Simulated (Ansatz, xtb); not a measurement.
# Two isomers of C2H2F2Ga

Structure X is `C=[C][Ga]([F])[F]`, a doublet and structure Y is `F/C=[CH]\[Ga][F]`, a doublet. Both are isolated molecules in the gas phase, relaxed with PBE-D3(BJ)/def2-SVP; the shapes shown needn't be the lowest conformers.

X (Å):

```json
{"atom": "C", "x (Å)": "0.8519", "y (Å)": "-1.2945", "z (Å)": "0.1606"}
{"atom": "C", "x (Å)": "-0.0677", "y (Å)": "-1.9672", "z (Å)": "-0.4939"}
{"atom": "F", "x (Å)": "-1.0208", "y (Å)": "-4.3182", "z (Å)": "-2.4418"}
{"atom": "F", "x (Å)": "-3.0874", "y (Å)": "-2.5058", "z (Å)": "-1.4001"}
{"atom": "Ga", "x (Å)": "-1.3795", "y (Å)": "-2.9209", "z (Å)": "-1.4371"}
{"atom": "H", "x (Å)": "1.3856", "y (Å)": "-0.4286", "z (Å)": "-0.2864"}
{"atom": "H", "x (Å)": "1.1498", "y (Å)": "-1.5522", "z (Å)": "1.1995"}
```

Y (Å):

```json
{"atom": "C", "x (Å)": "-0.0608", "y (Å)": "-0.1258", "z (Å)": "0.3028"}
{"atom": "C", "x (Å)": "0.5685", "y (Å)": "-0.4418", "z (Å)": "-0.8375"}
{"atom": "F", "x (Å)": "-0.8540", "y (Å)": "-0.9891", "z (Å)": "0.9622"}
{"atom": "F", "x (Å)": "1.3587", "y (Å)": "-2.3634", "z (Å)": "-3.1997"}
{"atom": "Ga", "x (Å)": "0.4018", "y (Å)": "-2.2384", "z (Å)": "-1.6938"}
{"atom": "H", "x (Å)": "-0.0100", "y (Å)": "0.8475", "z (Å)": "0.8267"}
{"atom": "H", "x (Å)": "1.2017", "y (Å)": "0.3230", "z (Å)": "-1.3172"}
```

**Question.** Which of the two would you expect CCSD(T)/def2-SVP electronic energies to favour?

**Answer.** Structure X; the calculation gives E(Y) − E(X) = +11.4 kcal/mol.

The same difference at several levels:

```json
{"level": "PBE-D3(BJ)/def2-SVP", "geometry": "PBE-D3(BJ)/def2-SVP", "E(Y) − E(X) (kcal/mol)": "+1.7", "departure from the last row (kcal/mol)": "−9.7", "job, with rough time for the two": "optimisation, 2.1 min"}
{"level": "HF/def2-SVP", "geometry": "PBE-D3(BJ)/def2-SVP", "E(Y) − E(X) (kcal/mol)": "+16.8", "departure from the last row (kcal/mol)": "+5.4", "job, with rough time for the two": "part of the CCSD(T) run"}
{"level": "MP2/def2-SVP", "geometry": "PBE-D3(BJ)/def2-SVP", "E(Y) − E(X) (kcal/mol)": "+7.6", "departure from the last row (kcal/mol)": "−3.8", "job, with rough time for the two": "part of the CCSD(T) run"}
{"level": "CCSD(T)/def2-SVP", "geometry": "PBE-D3(BJ)/def2-SVP", "E(Y) − E(X) (kcal/mol)": "+11.4", "departure from the last row (kcal/mol)": "", "job, with rough time for the two": "single point, 79 s"}
```

As drawn, Y has 1 C–F in place of 1 F–Ga.

The levels shown agree on the order. The largest departure from CCSD(T)/def2-SVP is that of PBE-D3(BJ)/def2-SVP, 9.7 kcal/mol. Levels run at GFN2-xTB geometries aren't shown.

With harmonic frequencies from PBE-D3(BJ)/def2-SVP (ideal gas, rigid rotor, one conformer each, 298.15 K, 1 atm): on the last row, ΔE + ΔZPE = +13.6 kcal/mol. A mode under 50 cm⁻¹ makes harmonic enthalpies and free energies unreliable, so none is given.

Open shells are spin-unrestricted, with notable spin contamination under HF/def2-SVP, MP2/def2-SVP, CCSD(T)/def2-SVP. The correlated steps freeze 13 core orbitals; the filled d shell of Ga is correlated, in a basis made for valence electrons. Codes used: Ansatz 0.2.0; the last row on 2 threads of Intel(R) Xeon(R) Platinum 8488C (Sapphire Rapids) on a shared host.
